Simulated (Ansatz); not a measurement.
Start from `[CH3][Ge]([OH])([OH])[OH]` and change one atom or group to get `[OH][Ge]([OH])([OH])[OH]`.

Ansatz, PBE0-D4/def2-TZVP geometries, multiplicity 1. Each molecule was computed in one conformer, which needn't be the lowest.

Scalar relativity is left out up to krypton.

| property | `[CH3][Ge]([OH])([OH])[OH]` |
| --- | --- |
| ideal-gas entropy at 298 K and 1 bar (rigid rotor, harmonic PBE0-D4/def2-TZVP) / J/(mol·K) | 369 |
| LUMO energy (PBE/def2-TZVPP) / eV | -0.66 |
| HOMO–LUMO gap (PBE/def2-TZVPP) / eV | 6.23 |
| HOMO–LUMO gap (PBE0/def2-TZVPP) / eV | 8.76 |
| HOMO energy (ωB97M-V/def2-TZVPP) / eV | -10.88 |
| size of the dipole moment (B3LYP/def2-TZVPP) / D | 0.44 |

Q: What does the change do to each property? (An estimate is asked.)

A: Ansatz gave: 
```json
{"property": "ideal-gas entropy at 298 K and 1 bar (rigid rotor, harmonic PBE0-D4/def2-TZVP) / J/(mol·K)", "`[OH][Ge]([OH])([OH])[OH]`": "352", "shift": "-17"}
{"property": "LUMO energy (PBE/def2-TZVPP) / eV", "`[OH][Ge]([OH])([OH])[OH]`": "-1.26", "shift": "-0.60"}
{"property": "HOMO–LUMO gap (PBE/def2-TZVPP) / eV", "`[OH][Ge]([OH])([OH])[OH]`": "6.15", "shift": "-0.08"}
{"property": "HOMO–LUMO gap (PBE0/def2-TZVPP) / eV", "`[OH][Ge]([OH])([OH])[OH]`": "8.94", "shift": "0.18"}
{"property": "HOMO energy (ωB97M-V/def2-TZVPP) / eV", "`[OH][Ge]([OH])([OH])[OH]`": "-11.70", "shift": "-0.82"}
{"property": "size of the dipole moment (B3LYP/def2-TZVPP) / D", "`[OH][Ge]([OH])([OH])[OH]`": "0.00", "shift": "-0.44"}
```

With PBE0 the HOMO falls by 0.71 eV and the LUMO falls by 0.53 eV, so the gap widens by about 0.18 eV. PBE moves the HOMO by -0.52 eV and ωB97M-V by -0.82 eV. The zero-point energy changes by -58.5 kJ/mol with -6 modes.

B3LYP here is the variant with VWN-RPA as its local correlation; programs differ in this.
